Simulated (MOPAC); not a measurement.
MOPAC input (PM7):

```
PM7 PRECISE GNORM=0.05 LET XYZ CHARGE=-1 GEO-OK AUX(PRECISION=9) THREADS=1
C2ClF2

C     0.55798013 1   -0.80249177 1    0.02841444 1
C    -0.70200109 1   -0.40341838 1    0.06593373 1
F    -1.74277738 1   -1.28535688 1    0.18411089 1
F    -1.29708299 1    0.83279059 1    0.00825950 1
Cl    1.66016877 1    0.66520926 1   -0.13514250 1
```

Output:

```
 *******************************************************************************
 **                                                                           **
 **                              MOPAC v23.2.5                                **
 **                                                                           **
 *******************************************************************************
 ** MOPAC's Digital Object Identifier: https://doi.org/10.5281/zenodo.6511958 **
 **                                                                           **
 ** Please cite the open-source release paper for use of this MOPAC version:  **
 ** J. E. Moussa and J. J. P. Stewart (2026)                                  **
 ** MOPAC: An open-source semiempirical molecular orbital program             **
 ** J. Open Source Softw., 11(119), 8025, https://doi.org/10.21105/joss.08025 **
 *******************************************************************************

                              PM7 CALCULATION RESULTS

 *******************************************************************************
 *  PM7        - The PM7 Hamiltonian to be used
 *  GEO-OK     - OVERRIDE INTERATOMIC DISTANCE AND OTHER SAFETY CHECKS
 *
 *
 *
 *                 CHARGE ON SYSTEM = -1
 *
 *
 *
 *  LET        - OVERRIDE SOME SAFETY CHECKS
 *  PRECISE    - TIGHTER CRITERIA TO BE USED
 *  XYZ        - CARTESIAN COORDINATE SYSTEM TO BE USED
 *  GNORM      - EXIT WHEN GRADIENT NORM DROPS BELOW 0.050
 *  AUX        - OUTPUT AUXILIARY INFORMATION
 *******************************************************************************
PM7 PRECISE GNORM=0.05 LET XYZ CHARGE=-1 GEO-OK AUX(PRECISION=9) THREADS=1
 C2ClF2

   ATOM   CHEMICAL          X               Y               Z
  NUMBER   SYMBOL      (ANGSTROMS)     (ANGSTROMS)     (ANGSTROMS)

     1       C          0.55798013  *  -0.80249177  *   0.02841444  *
     2       C         -0.70200109  *  -0.40341838  *   0.06593373  *
     3       F         -1.74277738  *  -1.28535688  *   0.18411089  *
     4       F         -1.29708299  *   0.83279059  *   0.00825950  *
     5      Cl          1.66016877  *   0.66520926  *  -0.13514250  *

          CARTESIAN COORDINATES

    NO.       ATOM           X           Y           Z

     1         C          0.5580     -0.8025      0.0284
     2         C         -0.7020     -0.4034      0.0659
     3         F         -1.7428     -1.2854      0.1841
     4         F         -1.2971      0.8328      0.0083
     5        Cl          1.6602      0.6652     -0.1351

 General Reference for PM7:
 "Optimization of Parameters for Semiempirical Methods VI: More Modifications to the
 NDDO Approximations and Re-optimization of Parameters", J. J. P. Stewart, J. Mol. Mod., 1:32, 19 (2013)
 https://link.springer.com/article/10.1007/s00894-012-1667-x

           Empirical Formula: C2 F2 Cl  =     5 atoms

      MOLECULAR POINT GROUP   :   Cs

      RHF CALCULATION, NO. OF DOUBLY OCCUPIED LEVELS = 15

          Geometry optimization using EF

          DIAGONAL MATRIX USED AS START HESSIAN

 CYCLE:     1  GRAD.:   131.622 HEAT: -91.18171
 CYCLE:     2  GRAD.:   545.633 HEAT: -49.78065
 CYCLE:     3  GRAD.:    96.402 HEAT: -91.43084
 CYCLE:     4  GRAD.:  1214.584 HEAT:  16.08627
 CYCLE:     5  GRAD.:    67.885 HEAT: -92.10609
 CYCLE:     6  GRAD.:   534.709 HEAT: -57.69350
 CYCLE:     7  GRAD.:   145.616 HEAT: -86.24366
 CYCLE:     8  GRAD.:    79.989 HEAT: -89.39614
 CYCLE:     9  GRAD.:    56.164 HEAT: -93.48034
 CYCLE:    10  GRAD.:    30.355 HEAT: -93.84999
 CYCLE:    11  GRAD.:     4.278 HEAT: -94.20582
 CYCLE:    12  GRAD.:     2.421 HEAT: -94.21394
 CYCLE:    13  GRAD.:     1.033 HEAT: -94.21750
 CYCLE:    14  GRAD.:     1.018 HEAT: -94.21866
 CYCLE:    15  GRAD.:     0.590 HEAT: -94.21915
 CYCLE:    16  GRAD.:     0.141 HEAT: -94.21923
 CYCLE:    17  GRAD.:     0.054 HEAT: -94.21923
 CYCLE:    18  GRAD.:     0.005 HEAT: -94.21923

     GRADIENT =  0.00460 IS LESS THAN CUTOFF =  0.05000

 -------------------------------------------------------------------------------
 PM7 PRECISE GNORM=0.05 LET XYZ CHARGE=-1 GEO-OK AUX(PRECISION=9) THREADS=1
 C2ClF2

     GEOMETRY OPTIMISED USING EIGENVECTOR FOLLOWING (EF).
     SCF FIELD WAS ACHIEVED

                              PM7 CALCULATION
                                                       MOPAC v23.2.5 Linux

          FINAL HEAT OF FORMATION =        -94.21923 KCAL/MOL =    -394.21325 KJ/MOL

          COSMO AREA              =        105.81 SQUARE ANGSTROMS
          COSMO VOLUME            =         90.54 CUBIC ANGSTROMS

          GRADIENT NORM           =          0.00460          =       0.00206 PER ATOM
          IONIZATION POTENTIAL    =          4.254781 EV
          HOMO LUMO ENERGIES (EV) =         -4.255  6.584
          NO. OF FILLED LEVELS    =         15
          MOLECULAR WEIGHT        =         97.4718         POINT GROUP:  Cs

          MOLECULAR DIMENSIONS (Angstroms)

            Atom       Atom       Distance
           Cl     5    F     3     3.90531
            F     4    C     1     2.26225
           Cl     5    F     4     0.00000

          SCF CALCULATIONS        =         19

   ATOM   CHEMICAL          X               Y               Z
  NUMBER   SYMBOL      (ANGSTROMS)     (ANGSTROMS)     (ANGSTROMS)

     1       C          0.55726966  *  -0.75028067  *   0.02469473  *
     2       C         -0.72325215  *  -0.39636522  *   0.06654332  *
     3       F         -1.72636705  *  -1.25741107  *   0.18123719  *
     4       F         -1.31418152  *   0.79460825  *   0.01190591  *
     5      Cl          1.67345535  *   0.63820777  *  -0.13389789  *

                             CARTESIAN COORDINATES

   1    C        0.557269661    -0.750280669     0.024694726
   2    C       -0.723252146    -0.396365220     0.066543322
   3    F       -1.726367055    -1.257411070     0.181237186
   4    F       -1.314181516     0.794608253     0.011905907
   5   Cl        1.673455346     0.638207774    -0.133897888

           Empirical Formula: C2 F2 Cl  =     5 atoms

      MOLECULAR POINT GROUP   :   Cs

                  EIGENVALUES
 -35.97104 -35.60599 -21.61532 -18.99007 -14.51161 -12.79139 -12.20396 -10.98350
 -10.96275 -10.21457  -8.52299  -6.84010  -6.66510  -4.37154  -4.25478   6.58363
   6.86418   8.28563   9.17251  11.13136  77.03731  77.09313  77.37710  77.47326
  77.53588

              NET ATOMIC CHARGES AND DIPOLE CONTRIBUTIONS

  ATOM NO.   TYPE          CHARGE      No. of ELECS.   s-Pop       p-Pop       d-Pop
    1          C          -0.092009        4.0920     1.56952     2.52249
    2          C          -0.028602        4.0286     1.14244     2.88616
    3          F          -0.230246        7.2302     1.96426     5.26599
    4          F          -0.255351        7.2554     1.96450     5.29085
    5         Cl          -0.393792        7.3938     1.98132     5.40696     0.00551
 DIPOLE           X         Y         Z       TOTAL
 POINT-CHG.     0.188    -0.402     0.019     0.444
 HYBRID        -1.682     1.664    -0.031     2.366
 SUM           -1.494     1.262    -0.012     1.956

          ATOMIC ORBITAL ELECTRON POPULATIONS

     Atom    s        px        py        pz      x^2-y^2     xz        z^2       yz        xy
    1  C   1.56952   0.85710   0.93815   0.72724
    2  C   1.14244   0.86936   0.69442   1.32238
    3  F   1.96426   1.58937   1.69740   1.97922
    4  F   1.96450   1.85112   1.45726   1.98247
    5 Cl   1.98132   1.76175   1.67294   1.97227   0.00158   0.00034   0.00106   0.00023   0.00230

 **********************
 *                    *
 * JOB ENDED NORMALLY *
 *                    *
 **********************

 == MOPAC DONE ==
```

The dipole moment of an ion depends on the origin.

The geometry given is a B3LYP-D3(BJ)/def2-TZVP minimum.
